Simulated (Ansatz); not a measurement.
Correlation energies of H₆O₂SSi₂ (`O[SiH2][SiH](O)S`) by basis set

```xyz
11

O    -1.6374   -1.1893   -0.7785
Si   -0.3729   -0.3308   -1.4140
Si    0.8580    0.5184    0.3913
O     1.0131   -0.8210    1.3522
S    -0.1580    2.1226    1.3772
H    -1.4076   -1.8241   -0.0964
H    -0.9701    0.7484   -2.2370
H     0.4918   -1.1784   -2.2858
H     2.1785    1.1321    0.0808
H     1.3621   -0.6922    2.2371
H    -1.3575    1.5144    1.3732
```

Charge 0, multiplicity 1. All single points use the PBE0-D4/def2-TZVP geometry. It is one conformer, not always the lowest. Frozen core, restricted reference, Ansatz. CBS rows extrapolate triple and quadruple zeta; past MP2 they add the triple-zeta difference.

```json
{"basis": "def2-TZVPP", "HF (Eh)": "-1128.84943", "MP2 corr.": "-0.90275"}
{"basis": "def2-QZVPP", "HF (Eh)": "-1128.88639", "MP2 corr.": "-0.97806"}
```

Q: Estimate the CCSD correlation energy and the (T) correction in each basis where they were run (hartree).

A: 
```
     basis  CCSD corr.       (T)
def2-TZVPP    -0.95313  -0.03642
 CBS(def2)    -1.08421     as TZ
```
